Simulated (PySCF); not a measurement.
A structure optimised at PBE-D3(BJ)/def2-SVP, used in a PySCF frequency run:

```xyz
4

Ga    -0.3226    -0.4928     0.0000
F     -2.0312    -0.8985     0.0000
Cl     1.0707    -2.1104     0.0000
Br     0.2880     1.6925     0.0000
```
Charge 0, spin multiplicity 1.

Q: Write its SMILES, formula and point group.

A: [F][Ga]([Cl])[Br], BrClFGa, Cs

Q: What are its rotational constants (standard atomic weights)?

A: 3.8047, 1.2069, 0.91628 GHz
